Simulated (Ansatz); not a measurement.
C₃H₂F₆, SMILES `FC(F)(F)CC(F)(F)F`, relaxed with RKS PBE-D4/def2-SVP in Ansatz 0.2.0 from a rough embedded geometry. The force threshold is 0.03 eV/Å; the program also tests the step.

Charge 0, multiplicity 1.

Start:

```xyz
11

F     1.392    1.233   -0.714
C     1.214    0.034   -0.115
F     1.317   -0.871   -1.066
F     2.307   -0.200    0.712
C    -0.038   -0.107    0.668
C    -1.203    0.065   -0.276
F    -2.348   -0.074    0.386
F    -1.182    1.254   -0.846
F    -1.235   -0.870   -1.292
H    -0.105    0.630    1.435
H    -0.119   -1.095    1.108
```

Question: How much energy does the relaxation release, and in how many steps? (An estimate is asked.)

Answer: Ansatz gave: 26.80 kJ/mol, in 3 steps.

Question: Which bonds change most? (Best estimate.)

Answer: The calculation gave: C5–H10 from 1.066 to 1.106 Å; C2–C5 from 1.484 to 1.522 Å; C2–F4 from 1.390 to 1.354 Å; C2–F3 from 1.317 to 1.349 Å.

Question: Give the relaxed structure. (An estimate is asked.)

Answer: Computed: 
```xyz
11

F     1.467    1.230   -0.666
C     1.299    0.012   -0.112
F     1.445   -0.909   -1.087
F     2.297   -0.176    0.784
C    -0.044   -0.113    0.593
C    -1.271    0.064   -0.290
F    -2.391   -0.062    0.459
F    -1.301    1.282   -0.871
F    -1.324   -0.863   -1.269
H    -0.079    0.648    1.396
H    -0.098   -1.113    1.062
```
